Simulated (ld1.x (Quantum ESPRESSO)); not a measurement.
osmium (Os), RRKJ: configuration errors across variants

```json
{"Element": "Os (Z = 76)", "Generator": "ld1.x (Quantum ESPRESSO) 7.5", "Type": "norm-conserving RRKJ (Kleinman–Bylander form)", "Functional": "PBE", "Relativity": "fully relativistic", "Frozen core": "[Xe] 4f14", "Valence charge": "8", "Reference configuration": "5d7 6s1 6p0", "Partial waves": "6s (bound): rc 2.50 bohr; 5d (bound): rc 2.30 bohr; 6p (bound, empty): rc 3.65 bohr", "Local potential": "the p channel", "Core correction": "none", "rho0": "0.001"}
```

Open shells are filled in proportion to 2j + 1 (rel_dist='average').

All-electron excitation energies from the reference (eV): (1) 5d6 6s2 6p0 -0.308; (2) 5d6 6s1 6p0 9.276; (3) 5d6 6s0 6p0 26.195; (4) 5d5 6s2 6p0 10.778; (5) 5d6.5 6s1.5 6p0 -0.258; (6) 5d7 6s0 6p0 8.734; (7) 5d5 6s0 6p0 55.034.

3 further variants failed, have other tests or too few solved ones, and are left out.

Errors AE − PS in meV (a dash: test not solved or not reliable):

| change | (1) | (2) | (3) | (4) | (5) | (6) | (7) | bound ghosts |
| --- | --- | --- | --- | --- | --- | --- | --- | --- |
| base | -48 | -54 | -75 | -184 | -12 | +5.2 | -352 | none |
| all radii scaled by about 1.19 (s 2.98, p 4.34, d 2.74 bohr) | +9.3 | -16 | -107 | +112 | +0.3 | +8.9 | -323 | none |
| core correction a·sin(br)/r model core inside 0.96 bohr | -74 | -70 | -143 | -280 | -18 | -17 | -576 | none |
| wave 6p (bound): rc 3.65 bohr becomes 6p (bound): rc 3.82 bohr | -47 | -52 | -78 | -167 | -12 | +5.2 | -362 | none |
| local potential the s channel | -31 | -28 | -3.2 | -128 | -7.7 | +10 | -129 | none |

Task: Give the same row for: type TM; local potential all-electron potential smoothed inside 2.65 bohr (lloc = -1); rho0 0.

Result: -27, -9.5, +25, -58, -6.8, +8.0, -37; bound ghosts: none.
